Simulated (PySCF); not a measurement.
Method: B3LYP-D3(BJ)/def2-TZVP (PySCF 2.14.0). Isolated molecules, 0 K electronic values unless said otherwise. One relaxed conformer stands for a flexible species; it need not be the lowest. B3LYP has the VWN-RPA correlation part, as in Gaussian. Delta-SCF ions had no search for a lower state. 

Reference species (SMILES): `SBS` (H–S–B–S torsion 0°, S–B–S–H torsion 0°) (neutral, multiplicity 1).

| Quantity | Value |
|---|---|
| vertical ionisation energy (Delta-SCF) | 9.72 eV |
| HOMO | -7.39 eV |
| LUMO | -1.11 eV |

Changed species: `B` (0 of 3 H replaced by SH; the reference has 2 of 3 H replaced by SH).

Question: What does the change do to the vertical ionisation energy (Delta-SCF), HOMO and LUMO?

Answer: the vertical ionisation energy (Delta-SCF) rises by 3.42 eV, to 13.14 eV; the HOMO drops by 2.36 eV, to -9.75 eV; the LUMO falls by 1.11 eV, to -2.22 eV.
